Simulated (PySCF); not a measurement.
MoF6, SMILES [F][Mo]([F])([F])([F])([F])[F], multiplicity 1. Atoms are numbered in the order given.

```xyz
7

Mo     0.0000     0.0000     0.0000
F      0.0000     1.8285     0.0000
F      0.0000    -1.8285     0.0000
F      0.0000     0.0000    -1.8285
F      1.8285     0.0000     0.0000
F     -1.8285     0.0000     0.0000
F      0.0000     0.0000     1.8285
```
Charge 0, spin multiplicity 1.

Geometry: B3LYP-D3(BJ)/def2-SVP. The multiplicity is an assumed one; no other spin state was optimised. The isomer is the one that the SMILES or the coordinates give; other isomers of the formula were not compared. The def2 effective core potentials stand for the cores of Mo; spin–orbit coupling is left out.

Vertical ionisation energy (IE) and electron affinity (EA) in eV. Rows of orbital energies are one-electron estimates. Where ΔSCF, EOM or ADC give a negative EA the extra electron is unbound and the value depends on the basis.

```csv
level,IE,EA
"−ε(HOMO), −ε(LUMO), PBE0/def2-TZVP (PySCF)",?,?
"−ε(HOMO), −ε(LUMO), PBE/def2-TZVP (PySCF)",10.67,6.19
```

### Question
Complete the blanks. (The exact figures need the calculation; the answer reports its results.)

### Answer

- −ε(HOMO), −ε(LUMO), PBE0/def2-TZVP (PySCF), IE: 12.81
- −ε(HOMO), −ε(LUMO), PBE0/def2-TZVP (PySCF), EA: 5.85
